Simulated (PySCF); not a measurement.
Co⁺ (cobalt, charge +1): UHF calculation

Configuration: [Ar] 3d8, high-spin 3F determinant. Computed with PySCF 2.14 in pcseg-2, with the non-relativistic Hamiltonian (point nucleus).

| Item | Value |
| --- | --- |
| Total energy | -1381.109616 hartree |
| One-electron energy | -1911.9423 hartree |
| Hartree (Coulomb) energy | 588.8589 hartree |
| Exchange energy | -58.0262 hartree |
| Kinetic energy | 1382.80448 hartree |
| ⟨S²⟩ | 2.0051 |
| ⟨L²⟩ | 12.030 |
| Sum of ⟨r⟩ | 17.31 bohr |
| Sum of ⟨r²⟩ | 19.70 bohr² |
| Density at the nucleus (Gaussians lack the cusp) | 13200 bohr⁻³ |
| Spin density at the nucleus | -0.0283 bohr⁻³ |
| Langevin diamagnetic susceptibility | -15.6 ×10⁻⁶ cm³/mol |
| Time after the integrals | 0.54 s of wall time on 1 thread of Neoverse-N1 (shared host) |

| shell | electrons | mean orbital energy (hartree) | spread (hartree) | rms radius, mean of both spins (bohr) |
| --- | --- | --- | --- | --- |
| 1s α | 1 | -283.06764 | 0 | 0.0659 |
| 1s β | 1 | -283.06619 | 0 | 0.0659 |
| 2s α | 1 | -34.89879 | 0 | 0.280 |
| 2s β | 1 | -34.83110 | 0 | 0.280 |
| 2p α | 3 | -30.15852 | 0 | 0.250 |
| 2p β | 3 | -30.09188 | 0 | 0.250 |
| 3s α | 1 | -4.68251 | 0 | 0.848 |
| 3s β | 1 | -4.50289 | 0 | 0.848 |
| 3p α | 3 | -3.20590 | 0 | 0.905 |
| 3p β | 3 | -2.98875 | 0 | 0.905 |
| 3d α | 5 | -0.77026 | 0.05043 | 1.26 |
| 3d β | 3 | -0.68046 | 0 | 1.26 |
